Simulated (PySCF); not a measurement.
Cd(H)(OH) (CdH2O), SMILES [OH][CdH].

Geometry: PBE0-D3(BJ)/def2-TZVP. The def2 effective core potentials stand for the cores of Cd; spin–orbit coupling is left out.

Two levels are set side by side: PBE/def2-TZVPD (PySCF) and PBE0/def2-TZVPD (PySCF). Same geometry, gas phase. Differences are taken from unrounded values.

```
quantity                       PBE
---------------------------  -----
orbital gap (eV)              4.82
highest occupied level (eV)  -6.33
lowest empty level (eV)      -1.50
dipole moment (D)             1.62
mean polarisability (bohr³)   39.3
```

Question: These are the PBE values. What does PBE0 give? (An estimate is asked for; the answer gives what the named calculation found.)

Answer: 
| quantity | PBE0 | PBE minus PBE0 |
|---|---|---|
| orbital gap (eV) | 7.17 | -2.35 |
| highest occupied level (eV) | -7.88 | 1.55 |
| lowest empty level (eV) | -0.71 | -0.79 |
| dipole moment (D) | 1.75 | -0.12 |
| mean polarisability (bohr³) | 36.8 | 2.4 |

PBE's occupied levels lie high since its potential decays too fast outside the molecule; exact exchange lowers them and widens the gap. PBE's more diffuse valence density responds more strongly to a field. Differences between two approximate levels are no errors against the true value.

Rough cost on one machine, each run with all the roots and properties that it gave: PBE0 against PBE within a factor of 2.
